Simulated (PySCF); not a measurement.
**Telling isomers of C₈H₄F₄O apart by NMR**

Single conformer, rapidly exchanging positions averaged, no solvent model, relativity neglected. Geometry from GFN2-xTB; shieldings: GIAO PBE0/pcSseg-1; PySCF.

δ = σ(ref) − σ, references computed at the same level: TMS for ¹H (31.72 ppm), ¹³C (186.93 ppm). Splittings of carbon signals by F and P are missing where no couplings were computed. Where no couplings were computed, multiplicities follow the n + 1 count of equivalent neighbours, and m marks all less simple cases (inequivalent or close neighbours, rings, F or P nearby). Shifts are as computed. Against solution values, carbons near 30 ppm lie about +3 ppm off and those near 130 ppm about +5 ppm. Of 1211 compounds with measured shifts, 218 miss one by over three times the rms of a fit or turn the order of signals round; such compounds aren't used in these exercises.

(1) Tabulate the signals of `O=C(F)c1ccccc1C(F)(F)F`, `O=C(F)c1ccc(C(F)(F)F)cc1`, `O=C(F)c1cccc(C(F)(F)F)c1` and their relative energies.

(2) What is the quickest way to tell O=C(F)c1ccccc1C(F)(F)F from O=C(F)c1cccc(C(F)(F)F)c1?

(3) What is the quickest way to tell O=C(F)c1ccccc1C(F)(F)F from O=C(F)c1ccc(C(F)(F)F)cc1?

(4) What is the quickest way to tell O=C(F)c1ccc(C(F)(F)F)cc1 from O=C(F)c1cccc(C(F)(F)F)c1?

Answers

(1) 
```tsv
SMILES	carbon types	δC	δH	E rel. (kcal/mol)
O=C(F)c1ccccc1C(F)(F)F	4×C 4×CH	160.6, 141.7, 141.5, 141.3, 137.7, 133.7, 132.1, 128.1	8.74 (m, 1H), 8.31 (m, 1H), 8.10 (m, 1H), 8.02 (m, 1H)	6.9
O=C(F)c1ccc(C(F)(F)F)cc1	4×C 4×CH	164.8, 144.2, 139.7, 133.0, 132.9, 132.7	8.66 (m, 2H), 8.22 (m, 2H)	0.2
O=C(F)c1cccc(C(F)(F)F)c1	4×C 4×CH	164.8, 142.9, 139.1, 137.9, 137.8, 134.7, 132.9, 131.2	8.80 (m, 1H), 8.76 (m, 1H), 8.35 (m, 1H), 8.01 (m, 1H)	0.0
```

Energies are electronic energies at PBE0/pcSseg-1 on these geometries, without zero-point or thermal terms, each for the one conformer computed, which needn't be the lowest.

(2) Both give the same number of carbon signals, with the same numbers of each carbon type, so the positions decide. The first has a carbonyl carbon (C) at 160.6 ppm, the second a carbonyl carbon (C) at 164.8 ppm.

(3) Count the carbon signals: 8 against 6. The first has a substituted aromatic carbon (C) at 128.1 ppm, the second a carbonyl carbon (C) at 164.8 ppm. Their most deshielded carbons lie at 160.6 and 164.8 ppm.

(4) Count the carbon signals: 6 against 8. The first has a substituted aromatic carbon (C) at 144.2 ppm, the second a substituted aromatic carbon (C) at 139.1 ppm. Their most deshielded carbons lie at 164.8 and 164.8 ppm.
